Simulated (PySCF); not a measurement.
Excitations are Tamm–Dancoff values on a coarser integration grid. The basis has no diffuse functions, so Rydberg states are missing or too high.

Cartesian coordinates (Å):
SMILES: Bc1cc(F)cs1
```xyz
11

B      2.1934     0.3902     0.2383
C      0.7077     0.2008    -0.0248
C     -0.2197    -0.5631     0.6805
C     -1.5162    -0.4891     0.1306
F     -2.5605    -1.1404     0.6434
C     -1.6078     0.3181    -0.9870
S     -0.0829     0.9972    -1.3717
H      2.8596     1.0961    -0.4772
H      2.7003    -0.1759     1.1750
H      0.0316    -1.1536     1.5621
H     -2.5055     0.5198    -1.5692
```
Charge 0, spin multiplicity 1.

### Question
Estimate the LUMO, T1 excitation (TDA), brightest of the four lowest singlets (TDA), dipole moment and HOMO that PySCF 2.14.0 with PBE-D3(BJ)/def2-TZVP // B3LYP-D3(BJ)/def2-SVP returns for this input.

### Answer

| Item | Result |
|---|---|
| LUMO | -3.15 eV |
| T1 excitation (TDA) | 2.87 eV |
| brightest of the four lowest singlets (TDA) | 4.87 eV |
| dipole moment | 1.23 D |
| HOMO | -6.36 eV |
